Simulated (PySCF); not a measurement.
**How methods differ on the excitation energy of Ne⁺**

Ne⁺ [He] 2s2 2p5 (2P) → Ne⁺ [He] 2s2 2p4 3s1 (4P), as a difference of total energies. All numbers are calculated (PySCF 2.14, the non-relativistic Hamiltonian (point nucleus), in dyall-av3z). Correlated levels: valence: 1s2 frozen; virtual orbitals above 40 to 60 times the deepest correlated orbital energy dropped. The calculations carry no spin-orbit coupling.

```json
{"method": "UHF", "excitation energy (eV)": "25.919"}
{"method": "MP2 (valence)", "excitation energy (eV)": "27.163"}
{"method": "SCS-MP2 (valence)", "excitation energy (eV)": "27.224"}
{"method": "CCSD (valence)", "excitation energy (eV)": "27.056"}
{"method": "CCSD(T) (valence)", "excitation energy (eV)": "27.076"}
```

Question: How much does correlation contribute at CCSD(T) (valence)?

Answer: 27.076 − (25.919) = 1.157 eV, measured against UHF.

Errors of the correlated levels include the incompleteness of this basis and the frozen core.

For comparison: 27.175 eV (measured; NIST levels, between the centres of gravity of the two terms).
